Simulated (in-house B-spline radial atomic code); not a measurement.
Computed with a B-spline radial atomic code. Model: two electrons, singlet ground state, non-relativistic, full CI in B-splines with partial waves to l = 8 (at full coupling up to 3e-4 hartree above the limit, correlation up to 0.6 % small), density held at that of full coupling by Lieb maximisation.

W(λ) is the mean repulsion in the state of coupling λ less the Hartree energy of the fixed density. Its start is exact exchange, its initial slope is twice the second-order Görling-Levy correlation energy, and its area from 0 to 1 is E_xc. A straight curve means weak, dynamic correlation, and a curve that drops fast and flattens means strong correlation.

Command:
```bash
python run_ac.py task.json out
```
Settings (lengths in bohr, energies in hartree):
```
potential              dot
strength               1.66
lmax                   8
second                 2
```

Cost of the run: 9.8 s on 1 thread of Intel(R) Xeon(R) Processor @ 2.30GHz, on a shared host.

**W = mean repulsion less Hartree energy, and W of three functionals.**

Given: confinement charge in harmonic well; well frequency 1.66 hartree; nuclear charge 2; external potential omega^2 r^2/2 - Z/r.

Computed: LDA exchange minus exact 213.19 millihartree; PBE exchange minus exact 46.8 millihartree.

```
coupling  W xc (hartree)  W xc minus exchange (millihartree)  kinetic minus Kohn-Sham (millihartree)  LDA (PW92) W minus its exchange (millihartree)  PBE W minus its exchange (millihartree)  SCAN W minus its exchange (millihartree)
       0         -1.4592                                   0                                       0                                               0                                        0                                         0
    0.02          -1.461                              -1.828                                       0                                          -12.79                                    -2.19                                     -1.87
    0.05         -1.4637                               -4.55                                     0.1                                          -26.49                                    -5.49                                     -4.61
    0.12           -1.47                             -10.803                                     0.6                                          -51.42                                   -13.16                                    -10.85
    0.25         -1.4812                             -22.061                                     2.7                                          -86.96                                   -27.09                                    -21.92
     0.4               ?                                   ?                                       ?                                               ?                                        ?                                         ?
     0.6         -1.5094                             -50.258                                    14.6                                         -155.54                                   -61.91                                    -49.24
     0.8         -1.5243                             -65.114                                      25                                         -185.92                                   -80.08                                     -63.5
       1         -1.5383                             -79.145                                    37.6                                         -212.47                                   -97.12                                    -76.94
     1.4         -1.5642                             -104.99                                    68.5                                         -257.55                                  -128.21                                   -101.68
       2         -1.5982                             -138.98                                   126.1                                         -311.84                                  -168.67                                   -134.34
       3               ?                                   ?                                       ?                                               ?                                        ?                                         ?
     4.5         -1.6983                              -239.1                                   440.2                                         -455.49                                  -287.24                                   -232.67
       7           -1.76                             -300.79                                   789.4                                         -540.04                                  -362.24                                   -295.59
      10         -1.8087                             -349.52                                  1198.7                                         -607.95                                  -424.27                                   -346.57
```

Q: What belongs in the row 0.4?

A: W xc (hartree): -1.4937; W xc minus exchange (millihartree): -34.508; kinetic minus Kohn-Sham (millihartree): 6.8; LDA (PW92) W minus its exchange (millihartree): -119.63; PBE W minus its exchange (millihartree): -42.51; SCAN W minus its exchange (millihartree): -34.03.

Q: What belongs in the row 3?

A: W xc (hartree): -1.6448; W xc minus exchange (millihartree): -185.67; kinetic minus Kohn-Sham (millihartree): 241.9; LDA (PW92) W minus its exchange (millihartree): -380.8; PBE W minus its exchange (millihartree): -223.85; SCAN W minus its exchange (millihartree): -179.7.

Q: What is the SCAN exchange minus exact?

A: 6.2893 millihartree.

**Energy parts, natural occupations and partial-wave weights.**

Computed: exchange energy -1.4592 hartree; kinetic part of the DFT correlation energy 0.03762 hartree; initial slope twice GL2 -0.091695 hartree; kinetic part over minus potential part 0.47532; Hartree energy 2.9183 hartree; Kohn-Sham kinetic 5.1509 hartree; Lieb Oxford ratio E_xc over LDA exchange 1.2044.

```
natural  occupation of the shell (electrons)
      s                               1.9925
      p                             0.005477
      s                            0.0015276
      d                           0.00024661
      p                                    ?
      f                           3.1686e-05
```

Q: What belongs in the row p?

A: occupation of the shell (electrons): 0.00011428.

```json
{"wave": "s", "weight": "0.99704"}
{"wave": "p", "weight": "0.0028001"}
{"wave": "d", "weight": "0.00013367"}
{"wave": "f", "weight": "?"}
{"wave": "g", "weight": "4.2511e-06"}
```

Q: What belongs in the row f?

A: weight: 1.8212e-05.

Q: What is the total energy?

A: -1.0734 hartree.

Q: What is the correlation energy?

A: -0.041525 hartree.

Half-way to full coupling W has made 54 % of its drop, against 50 % for a straight line, and second-order (GL2) theory, half the initial slope, overshoots the correlation energy by about 10 %: a moderate bend, as in light atoms. Over couplings 0 to 1 the errors in E_xc come to about +125 millihartree for LDA, +37 millihartree for PBE, +7.1 millihartree for SCAN, so SCAN is nearest. In LDA and PBE the errors of exchange and correlation have opposite signs, so the sum is smaller than the larger of the two.
